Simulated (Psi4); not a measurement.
tungsten atom (W), quintet (core potentials on W); CAM-B3LYP/def2-SVPD (Psi4 1.11).

The Psi4 input:
```
memory 2 GB

molecule mol {
0 5
  W     0.000000    0.000000    0.000000
}

set basis def2-svpd
set reference uks
set scf_type pk
set puream true
set d_convergence 1e-8
set dft_radial_points 99
set dft_spherical_points 590

energy('cam-b3lyp')
print_variables()
```

Output, abridged:

```
   => Loading Basis Set <=

    Name: DEF2-SVPD
    Role: ORBITAL
    Keyword: BASIS

    !!!  WARNING: ECP capability is in beta. Please check occupations closely.  !!!

         ---------------------------------------------------------
                                   SCF
               by Justin Turney, Rob Parrish, Andy Simmonett
                          and Daniel G. A. Smith
                              UKS Reference
         ---------------------------------------------------------

  ==> Geometry <==

    Molecular point group: d2h
    Geometry (in Angstrom), charge = 0, multiplicity = 5:

       Center              X                  Y                   Z               Mass
    ------------   -----------------  -----------------  -----------------  -----------------
         W            0.000000000000     0.000000000000     0.000000000000   183.950930920000

  Running in d2h symmetry.

  Rotational constants: A = ************  B = ************  C = ************ [cm^-1]
  Rotational constants: A = ************  B = ************  C = ************ [MHz]
  Nuclear repulsion =    0.000000000000000

  Charge       = 0
  Multiplicity = 5
  Electrons    = 14
  Nalpha       = 9
  Nbeta        = 5

  ==> Algorithm <==

  SCF Algorithm Type is PK.
  DIIS enabled.
  MOM disabled.
  Fractional occupation disabled.
  Guess Type is CORE.
  Energy threshold   = 1.00e-06
  Density threshold  = 1.00e-08
  Integral threshold = 1.00e-12

  ==> Primary Basis <==

  Basis Set: DEF2-SVPD
    Blend: DEF2-SVPD
    Number of shells: 13
    Number of basis functions: 35
    Number of Cartesian functions: 40
    Spherical Harmonics?: true
    Max angular momentum: 3

  Core potential: DEF2-SVPD
    Number of shells: 4
    Number of ECP primitives: 10
    Number of ECP core electrons: 60
    Max angular momentum: 3

  ==> DFT Potential <==

   => LibXC <=

    Version 7.1.2
    S. Lehtola, C. Steigemann, M. J. T. Oliveira, and M. A. L. Marques,  SoftwareX 7, 1–5 (2018) (10.1016/j.softx.2017.11.002)

   => Composite Functional: CAM-B3LYP <=

    CAM-B3LYP Hyb-GGA Exchange-Correlation Functional

    T. Yanai, D. P. Tew, and N. C. Handy,  Chem. Phys. Lett. 393, 51 (2004) (10.1016/j.cplett.2004.06.011)

    Deriv               =              1
    GGA                 =           TRUE
    Meta                =          FALSE

    Exchange Hybrid     =           TRUE
    MP2 Hybrid          =          FALSE

   => Exchange Functionals <=

[...]
   @S^2 Observed:                6.096450080E+00
   @S   Expected:                2.000000000E+00
   @S   Observed:                2.000000000E+00

    Orbital Energies [Eh]
    ---------------------

    Alpha Occupied:

[...]
    Alpha Virtual:

[...]
    Beta Occupied:

[...]
    Beta Virtual:

[...]
    Final Occupation by Irrep:
             Ag   B1g   B2g   B3g    Au   B1u   B2u   B3u
    DOCC [     2,    0,    0,    0,    0,    1,    1,    1 ]
    SOCC [     1,    1,    1,    1,    0,    0,    0,    0 ]
    NA   [     3,    1,    1,    1,    0,    1,    1,    1 ]
    NB   [     2,    0,    0,    0,    0,    1,    1,    1 ]

  @UKS Final Energy:   -66.86254416674187

   => Energetics <=

    Nuclear Repulsion Energy =              0.0000000000000000
    One-Electron Energy =                -112.6269856585689126
    Two-Electron Energy =                  50.8647022165146723
    DFT Exchange-Correlation Energy =      -5.1002607246876241
    Empirical Dispersion Energy =           0.0000000000000000
    VV10 Nonlocal Energy =                  0.0000000000000000
    Total Energy =                        -66.8625441667418698

  UHF NO Occupations:
  HONO-2 :    1B3g 1.0000000
  HONO-1 :    1B1g 1.0000000
  HONO-0 :    1B2g 1.0000000
  LUNO+0 :    4 Ag 0.0491156
  LUNO+1 :    2B3u 0.0001504
  LUNO+2 :    2B1u 0.0000728
  LUNO+3 :    2B2u 0.0000728

Computation Completed

Properties will be evaluated at   0.000000,   0.000000,   0.000000 [a0]

Properties computed using the SCF density matrix

 Multipole Moments:

 ------------------------------------------------------------------------------------
     Multipole            Electronic (a.u.)      Nuclear  (a.u.)        Total (a.u.)
 ------------------------------------------------------------------------------------

 L = 1.  Multiply by 2.5417464519 to convert [e a0] to [Debye]
 Dipole X            :          0.0000000            0.0000000            0.0000000
 Dipole Y            :          0.0000000            0.0000000            0.0000000
 Dipole Z            :          0.0000000            0.0000000            0.0000000
 Magnitude           :                                                    0.0000000

 ------------------------------------------------------------------------------------

  Variable Map:
  ----------------------------------------------------------------------------
[...]
  Array Variable Map:
  ----------------------------------------------------------------------------
[...]
[...]
```
